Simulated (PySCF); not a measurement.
# `N#C[SiH2][SiH2]CCCS`: 4 charge schemes on one density

Species: C4H11NSSi2.
Geometry (GFN2-xTB, Å), atoms numbered from 1 in this order:
```xyz
19
C4H11NSSi2 angstrom
N     -3.4937   -2.6422    0.5036
C     -3.3842   -1.5012    0.4941
Si    -3.1448    0.3504    0.4445
Si    -1.2135    0.8027   -0.7514
C      0.2621   -0.0978    0.0470
C      1.5697    0.1102   -0.7069
C      2.7485   -0.5629   -0.0179
S      3.0946    0.1339    1.6362
H     -3.1366    0.7258    1.8626
H     -4.3912    0.8415   -0.1514
H     -0.9236    2.2457   -0.7648
H     -1.3040    0.3846   -2.1583
H      0.3962    0.2458    1.0756
H      0.0542   -1.1690    0.1072
H      1.4851   -0.3038   -1.7151
H      1.7739    1.1800   -0.8053
H      2.5411   -1.6172    0.1641
H      3.6598   -0.4773   -0.6103
H      3.3966    1.3599    1.2106
```

Density: PBE0/pcSseg-1 (PySCF); schemes: Mulliken, IAO, Hirshfeld and ESP-fitted. The structure is a single GFN2-xTB conformer in the gas phase; no vibrational or solvent corrections.

Task: Give the atomic charges in each scheme.

Result: In e:

```csv
atom,environment,Mulliken,IAO,Hirshfeld,ESP-fitted
N1,cyano nitrogen,-0.207,-0.203,-0.205,-0.386
C2,cyano carbon,-0.192,-0.146,-0.035,+0.148
Si3,SiH2 silicon,+0.403,+0.445,+0.292,+0.331
Si4,SiH2 silicon,+0.347,+0.468,+0.264,+0.108
C5,sp3 carbon bound to silicon,-0.541,-0.523,-0.159,-0.114
C6,chain CH2 carbon,-0.235,-0.246,-0.069,+0.036
C7,sp3 carbon bound to sulfur,-0.321,-0.327,-0.063,-0.224
S8,thiol sulfur,-0.137,-0.076,-0.048,-0.325
H9,Si–H hydrogen,-0.031,-0.080,-0.057,-0.067
H10,Si–H hydrogen,-0.034,-0.082,-0.060,-0.067
H11,Si–H hydrogen,-0.045,-0.103,-0.074,-0.054
H12,Si–H hydrogen,-0.039,-0.097,-0.070,-0.053
H13,methylene hydrogen,+0.164,+0.156,+0.024,+0.032
H14,methylene hydrogen,+0.154,+0.148,+0.040,+0.083
H15,methylene hydrogen,+0.135,+0.140,+0.043,+0.022
H16,methylene hydrogen,+0.126,+0.130,+0.035,+0.050
H17,methylene hydrogen,+0.162,+0.159,+0.049,+0.177
H18,methylene hydrogen,+0.160,+0.154,+0.044,+0.093
H19,S–H hydrogen,+0.130,+0.084,+0.049,+0.211
```

Mean size of the charges over all atoms: IAO 0.198 e, Mulliken 0.188 e, ESP-fitted 0.136 e, Hirshfeld 0.088 e. Each set sums to the total charge, 0, to within 0.001 e. The Hirshfeld scheme weights the molecular density at each point by an atom's share of the summed free-atom densities. The IAO scheme projects the occupied orbitals on a minimal set of polarised atomic orbitals and counts the electrons in each atom's part of it.

Lowest charge. The schemes don't all agree: Mulliken C5 (-0.541); IAO C5 (-0.523); Hirshfeld N1 (-0.205); ESP-fitted N1 (-0.386).

Highest charge. The schemes don't all agree: Mulliken Si3 (+0.403); IAO Si4 (+0.468); Hirshfeld Si3 (+0.292); ESP-fitted Si3 (+0.331).

Task: How closely do the schemes follow one another over all atoms?

Result: Correlation coefficient and root-mean-square difference: Mulliken with IAO 0.98, 0.044 e; IAO with Hirshfeld 0.91, 0.143 e; Mulliken with Hirshfeld 0.86, 0.141 e; Hirshfeld with ESP-fitted 0.75, 0.116 e; Mulliken with ESP-fitted 0.66, 0.172 e; IAO with ESP-fitted 0.65, 0.185 e.

Task: Sum the charges by element, for elements with more than one atom.

Result: 
```json
{"element": "C", "atoms": "4", "Mulliken": "-1.288", "IAO": "-1.242", "Hirshfeld": "-0.326", "ESP-fitted": "-0.154"}
{"element": "Si", "atoms": "2", "Mulliken": "+0.751", "IAO": "+0.913", "Hirshfeld": "+0.555", "ESP-fitted": "+0.440"}
{"element": "H", "atoms": "11", "Mulliken": "+0.882", "IAO": "+0.608", "Hirshfeld": "+0.024", "ESP-fitted": "+0.425"}
```
